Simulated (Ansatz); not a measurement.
`[SiH3]O[SiH2]O[SiH3]` + `[NH2][AlH2]` → `[AlH2][NH][SiH2]O[SiH3]` + silanol  (ligand exchange at the Si–O bond)

Gas-phase electronic energies from Ansatz, PBE0-D4/def2-TZVP geometries. CCSD(T)/CBS adds triple-zeta CCSD(T) − MP2 to the extrapolated MP2 energy (def2 sets, frozen cores). This one scheme is used for every species. One conformer a species, not always the lowest.

| species | CCSD(T)/CBS(def2) energy (Eh) |
| --- | --- |
| `[SiH3]O[SiH2]O[SiH3]` | -1022.56830 |
| `[NH2][AlH2]` | -299.14566 |
| `[AlH2][NH][SiH2]O[SiH3]` | -955.00198 |
| `O[SiH3]` | -366.69042 |

Work out ΔE.

ΔE = (-955.00198) + (-366.69042) − (-1022.56830) − (-299.14566) = 0.02156 Eh = +56.6 kJ/mol.

Largest T1 diagnostic among the species: 0.012.

Leaving LDA and LC-ωPBE aside and taking each functional with its dispersion term where it has one, the values, not all of them listed here, spread over 14.3 kJ/mol, from revPBE-D4 to BHLYP-D4. In def2-TZVPP, CCSD(T) changes the Hartree–Fock value by −13.0 kJ/mol (the triples alone add −2.3 kJ/mol) and MP2 by −13.7 kJ/mol. From BLYP to BHLYP (50 % exact exchange), in def2-TZVPP and without D4, ΔE moves by +5.0 kJ/mol.
